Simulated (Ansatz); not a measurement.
`[NH2][Sn][Cl]` + CH₃OH → `C[O][Sn][NH2]` + HCl at 700 K and 1 bar (ligand exchange at the Sn–Cl bond).

Gas-phase electronic energies from Ansatz, PBE0-D4/def2-TZVP geometries. CCSD(T)/CBS is the MP2 limit (def2-TZVPP, def2-QZVPP) plus CCSD(T) − MP2 in def2-TZVPP, frozen cores. This one scheme is used for every species. def2 core potentials past Kr. For Sn outer-core shells are correlated without core-valence functions, which leaves a few kJ/mol of doubt a bond. One conformer a species, not always the lowest.

| species | CCSD(T)/CBS energy (Eh) | H − E (kJ/mol) | S (J/(mol·K)) |
| --- | --- | --- | --- |
| `[NH2][Sn][Cl]` | -729.78832 | 114.2 | 374.9 |
| CH₃OH | -115.61712 | 170.8 | 288.5 |
| `C[O][Sn][NH2]` | -384.99617 | 240.9 | 441.1 |
| HCl | -460.38127 | 38.4 | 211.8 |

H − E and S are ideal-gas, rigid-rotor, harmonic terms from PBE0-D4/def2-TZVP, for one conformer and one mirror image of each species. 1 Eh = 2625.50 kJ/mol, R = 8.31446 J/(mol·K).

By hand: ΔE, ΔH, ΔS and ΔG.

ΔE = (-384.99617) + (-460.38127) − (-729.78832) − (-115.61712) = 0.02800 Eh = 73.5 kJ/mol. Δ(H − E) = 240.9 + 38.4 − 114.2 − 170.8 = -5.7, so ΔH = 67.8 kJ/mol. ΔS = 441.1 + 211.8 − 374.9 − 288.5 = -10.5 J/(mol·K). ΔG = 67.8 − 700 × (-10.5)/1000 = 75.1 kJ/mol.

By hand: the equilibrium constant, and the temperature at which ΔG would vanish if ΔH and ΔS stayed fixed.

log₁₀ K = −ΔG/(RT ln 10) = -5.6. ΔH and −TΔS have one sign here, so there is no such temperature.

The number of gas molecules stays the same, so ΔS is small and ΔH decides. A doubt of 5 kJ/mol in ΔE shifts log₁₀ K by 0.4 here. Other conformers and mirror images would add mixing entropy, several J/(mol·K) or more a flexible species. These are equilibria of isolated gas molecules and say nothing of rates. Largest T1 diagnostic: 0.017 (customary marks: 0.02 for closed shells, 0.045 for open ones).

ΔS is within the doubt of such terms, so its sign, and with it that verdict, could turn.
